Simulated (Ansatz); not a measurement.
Isomers of Li$_{16}$⁺ (doublet), relaxed with PBE/def2-SVP; total energies from Ansatz at PBE0/def2-TZVP.

```tsv
isomer	description	energy (Eh)
A	point group not assigned; 18 × Li–Li 2.73 to 2.86 Å	-119.95124
B	point group Cs; 24 × Li–Li 2.63 to 3.05 Å	-119.93428
```

The isomers come from a short search, and lower ones may exist.

Problem. Work out the relative energies (1 Eh = 2625.5 kJ/mol) and the Boltzmann populations at 1200 K from electronic energies alone (R = 8.314 J/mol/K).

Solution. ΔE: A 0.0, B 44.5 kJ/mol. RT = 9.98 kJ/mol. Factors exp(−ΔE/RT): A 1, B 0.0116; sum 1.012. Populations: A 98.9 %, B 1.1 %. Zero-point energy, vibrational entropy and symmetry numbers are left out and can shift these; an error of 4 kJ/mol changes a ratio by a factor of 1.5. Over the other density-functional and correlated levels in def2 sets, the gap between A and B ranges from 29 to 46 kJ/mol.
